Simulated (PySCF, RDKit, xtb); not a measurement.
Dimer: H2O (SMILES O) (first 3 atoms) with CH2O (SMILES C=O); geometry from B3LYP-D3(BJ)/def2-TZVP, rigid monomers moved along the line of their centres of mass till H2···O5 is 2.28 Å.
(charge 0, multiplicity 1):
```xyz
7

O      0.27470    -0.11455     0.53960
H     -0.46270    -0.44100     1.07826
H     -0.04262    -0.11150    -0.36776
C     -0.44838    -0.37857     3.86248
O     -1.32731    -0.80267     3.15709
H      0.47182     0.05891     3.43991
H     -0.53089    -0.41173     4.96357
```

Counterpoise-corrected where a basis set is named; no monomer relaxation. Rows marked so take none.

Rows in 6-311+G** carry no dispersion term and start afresh at each structure.

Codes used: PySCF for 6-311+G** rows; RDKit for the force fields; xtb for the GFN methods. Values without a source in brackets are computed.

**Question.** Give the interaction energy at the level MMFF94.

**Answer.** -4.8 kcal/mol
